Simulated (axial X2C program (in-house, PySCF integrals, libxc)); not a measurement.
**Levels of AsSe by electron attachment to AsSe⁺ (EOM-EA-CCSD)**

Calculated with an axial X2C code built on PySCF integrals: two-component X2C with atomic mean-field Coulomb and Gaunt terms, Gaussian nuclei, basis Se dyall-acv3z, As dyall-acv3z with contracted cores.

R = 2.140 Å (near the PBE0 minimum at charge 0 of the determinant lowest at the starting distance; the state shown can have its own minimum elsewhere).

Hartree–Fock spinors of AsSe⁺ (one of each Kramers pair; a window near the gap, which can cut inner shells):

```json
{"ω": "1/2", "occupied": "yes", "ε (eV)": "-25.90", "character": "45% As s, 22% Se s, 17% Se p"}
{"ω": "1/2", "occupied": "yes", "ε (eV)": "-18.34", "character": "44% Se p, 42% As p, 7% As s"}
{"ω": "1/2", "occupied": "yes", "ε (eV)": "-17.04", "character": "59% Se p, 29% As p, 5% As d"}
{"ω": "3/2", "occupied": "yes", "ε (eV)": "-16.76", "character": "57% Se p, 31% As p, 5% As d"}
{"ω": "1/2", "occupied": "no", "ε (eV)": "-7.09", "character": "52% As p, 22% Se p, 12% Se d"}
{"ω": "3/2", "occupied": "no", "ε (eV)": "-6.91", "character": "49% As p, 24% Se p, 12% Se d"}
{"ω": "1/2", "occupied": "no", "ε (eV)": "-2.99", "character": "41% As p, 22% Se p, 14% As d"}
{"ω": "1/2", "occupied": "no", "ε (eV)": "-2.66", "character": "57% As s, 24% Se s, 10% As d"}
{"ω": "1/2", "occupied": "no", "ε (eV)": "-1.83", "character": "73% As p, 24% Se p"}
{"ω": "3/2", "occupied": "no", "ε (eV)": "-1.83", "character": "73% As p, 24% Se p"}
```

Levels of AsSe obtained by attaching an electron to AsSe⁺:

```
  Ω  binding energy (eV)  above lowest (cm⁻¹)                  attached spinor  one-particle weight
1/2                7.572                    0  52% As pπ, 22% Se pπ, 11% Se dπ                 0.95
3/2                7.381                 1541  49% As pπ, 24% Se pπ, 11% Se dπ                 0.95
1/2                3.786                30532  35% As pσ, 22% Se pσ, 18% As dσ                 0.96
1/2                3.126                35859   56% As sσ, 25% Se sσ, 8% Se dσ                 0.98
```

**Question.** What is the splitting of the first π pair in the table, and is it regular or inverted?

**Answer.** E(3/2) − E(1/2) = 1541 − 0 = 1541 cm⁻¹ at EOM-EA-CCSD: regular, Ω = 1/2 lower. Splittings at this level can be off by ten to twenty per cent.

This point took 21 s on 1 thread of Arm Neoverse N1 (shared host).

Reference electrons by ω block (each with its −ω partner): 1/2: 22, 3/2: 9, 5/2: 2. 10 electrons of AsSe⁺ correlated (inner shells frozen), 92 natural virtual spinors (a truncated set); levels can be off by some tenths of an eV. Roots sought by Ω: (1/2: 5, 3/2: 4, 5/2: 2, 7/2: 1); rows need 60 % one-particle weight and stop where some Ω has no more roots. Missing are any skipped roots, higher Ω and states of a further excitation; these come out far too high here and may in truth be low or lowest. T1 of the reference 0.029 (Lee–Taylor). The reference was not checked to be the lowest state of its species. Number of frozen shells: Se 3 s, 2 p, 1 d; As 3 s, 2 p, 1 d. Large amplitudes in the reference (orbital relaxation or multireference character) lower the reliability.
